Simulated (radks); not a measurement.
Cd9+, 39 electrons, occupied as [Kr] 4d3.

All-electron calculation, Dirac Kohn-Sham, PBE, spin-unpolarised, spherical densities, point nucleus; open shells are shared between the two j in proportion to 2j + 1. Program: a radial shooting solver on a logarithmic mesh with Libxc functionals.

Energy parts (eV):
total: -151607.793
kinetic: 159033.573
electron-nucleus: -361112.545
Hartree: 54515.639
exchange-correlation: -4044.461

Orbitals (lengths in bohr, moments of r in powers of bohr; <r^-3> diverges for s and p1/2; r(max) is where P^2 peaks):
orbital,occ.,eigenvalue (eV),<r>,<r^-3>,r(max)
1s1/2,2,-26684.28,0.03040,-,0.01968
2s1/2,2,-4110.723,0.1312,-,0.1113
2p1/2,2,-3838.928,0.1112,-,0.08597
2p3/2,4,-3646.469,0.1164,3751,0.09031
3s1/2,2,-905.3634,0.3574,-,0.3237
3p1/2,2,-796.5957,0.3486,-,0.3100
3p3/2,4,-762.0379,0.3595,685.5,0.3200
3d3/2,4,-570.0586,0.3312,106.4,0.2634
3d5/2,6,-563.0093,0.3346,99.91,0.2663
4s1/2,2,-265.4258,0.8384,-,0.7801
4p1/2,2,-228.5850,0.8746,-,0.8049
4p3/2,4,-221.7159,0.8967,137.2,0.8261
4d3/2,1.2,-161.8175,0.9914,17.47,0.8867
4d5/2,1.8,-160.6740,0.9985,16.39,0.8934
5s1/2,0,-114.9816,1.705,-,1.658
5p1/2,0,-102.0916,1.815,-,1.766
5p3/2,0,-100.1678,1.848,38.72,1.801

The highest occupied level is 4d5/2 at -160.67 eV. The density falls to 0.001 e/bohr^3 at r = 2.27 bohr.
